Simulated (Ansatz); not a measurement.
`[CH3][Ge]([F])([SiH3])[Cl]` at its PBE0-D4/def2-TZVP geometry, where that method's forces vanish. Charge 0, multiplicity 1.

```tsv
atom	x (Å)	y (Å)	z (Å)
C1	-0.0143	0.6108	-1.7773
Ge2	-0.5053	-0.4045	-0.2052
F3	-0.3835	-2.0850	-0.6589
Si4	0.6506	-0.1514	1.8678
Cl5	-2.6080	-0.0832	0.1663
H6	-0.6586	0.3079	-2.6032
H7	-0.1446	1.6771	-1.5902
H8	1.0263	0.4110	-2.0365
H9	0.4929	1.2551	2.3167
H10	0.0543	-1.0823	2.8550
H11	2.0901	-0.4556	1.6653
```

**Question.** For each bond, give half the difference of the two atoms' forces along it (eV/Å; positive pushes the atoms apart) under PBE-D4, r2SCAN-D4, B3LYP-D4, ωB97M-V in def2-TZVPP. (Best estimate.)

**Answer.** The calculation gave: 
```json
{"bond": "C1–Ge2", "length (Å)": "1.935", "PBE-D4": "0.02", "r2SCAN-D4": "0.03", "B3LYP-D4": "0.13", "ωB97M-V": "0.00"}
{"bond": "C1–H6", "length (Å)": "1.090", "PBE-D4": "0.09", "r2SCAN-D4": "-0.02", "B3LYP-D4": "-0.08", "ωB97M-V": "-0.05"}
{"bond": "C1–H7", "length (Å)": "1.090", "PBE-D4": "0.08", "r2SCAN-D4": "-0.02", "B3LYP-D4": "-0.07", "ωB97M-V": "-0.03"}
{"bond": "C1–H8", "length (Å)": "1.091", "PBE-D4": "0.08", "r2SCAN-D4": "-0.02", "B3LYP-D4": "-0.08", "ωB97M-V": "-0.04"}
{"bond": "Ge2–F3", "length (Å)": "1.745", "PBE-D4": "0.56", "r2SCAN-D4": "0.05", "B3LYP-D4": "0.27", "ωB97M-V": "0.12"}
{"bond": "Ge2–Si4", "length (Å)": "2.387", "PBE-D4": "-0.17", "r2SCAN-D4": "-0.05", "B3LYP-D4": "-0.02", "ωB97M-V": "-0.05"}
{"bond": "Ge2–Cl5", "length (Å)": "2.159", "PBE-D4": "0.20", "r2SCAN-D4": "0.06", "B3LYP-D4": "0.23", "ωB97M-V": "0.04"}
{"bond": "Si4–H9", "length (Å)": "1.485", "PBE-D4": "0.08", "r2SCAN-D4": "-0.01", "B3LYP-D4": "-0.07", "ωB97M-V": "-0.09"}
{"bond": "Si4–H10", "length (Å)": "1.482", "PBE-D4": "0.08", "r2SCAN-D4": "-0.01", "B3LYP-D4": "-0.08", "ωB97M-V": "-0.10"}
{"bond": "Si4–H11", "length (Å)": "1.485", "PBE-D4": "0.08", "r2SCAN-D4": "-0.01", "B3LYP-D4": "-0.08", "ωB97M-V": "-0.10"}
```

B3LYP here is the variant with VWN-RPA as its local correlation; programs differ in this.

Program: Ansatz 0.2.0.
